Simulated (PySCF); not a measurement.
A calculated (LDA, PySCF 2.14, x2c-QZVPPall, scalar relativity by spin-free X2C-1e) atom or ion has these occupied shells.

```tsv
shell	electrons	orbital energy (eV)	rms radius, mean of both spins (bohr)
1s α	1	-85222.5	0.0184
1s β	1	-85222.5	0.0184
2s α	1	-15191.3	0.0744
2s β	1	-15191.2	0.0744
2p α	3	-13143.1	0.0683
2p β	3	-13143.0	0.0683
3s α	1	-3643.7	0.190
3s β	1	-3643.6	0.190
3p α	3	-3050.5	0.192
3p β	3	-3050.5	0.192
3d α	5	-2404.3	0.176
3d β	5	-2404.2	0.176
4s α	1	-829.84	0.417
4s β	1	-829.74	0.417
4p α	3	-634.02	0.445
4p β	3	-633.92	0.445
4d α	5	-396.26	0.473
4d β	5	-396.15	0.473
5s α	1	-153.02	0.927
5s β	1	-152.45	0.927
4f α	7	-136.70	0.513
4f β	7	-136.55	0.513
5p α	3	-98.757	1.06
5p β	3	-98.103	1.06
5d α	5	-36.698	1.44
5d β	4	-35.946	1.44
6s α	1	-27.307	2.35
6s β	1	-26.993	2.35
```

(1) Name the element and its charge.

## Answers

(1) Tl²⁺ (thallium, charge +2), in [Xe] 4f14 5d9 6s2, 2D determinant (an excited configuration).
